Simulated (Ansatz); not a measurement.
CuPd2 was relaxed with PBE-D4 (def2-TZVP) in Ansatz in these states: neutral doublet, neutral quartet. The geometries follow in no particular order.

In the def2 sets Pd takes a core potential; there is no spin–orbit coupling.

A:

```xyz
3

Pd   -0.982   -0.551   -0.897
Pd   -0.179   -0.004    1.428
Cu    1.161    0.554   -0.531
```

B:

```xyz
3

Pd    0.453   -1.014    0.878
Pd    0.402   -0.097   -1.353
Cu   -0.855    1.111    0.475
```

**Question.** Judge from the bond lengths which geometry belongs to which state (an estimate).

**Answer.** A is the neutral doublet (Pd1–Pd2 2.519 Å, Pd1–Cu3 2.438 Å, Pd2–Cu3 2.438 Å); B is the neutral quartet (Pd1–Pd2 2.413 Å, Pd1–Cu3 2.528 Å, Pd2–Cu3 2.526 Å).
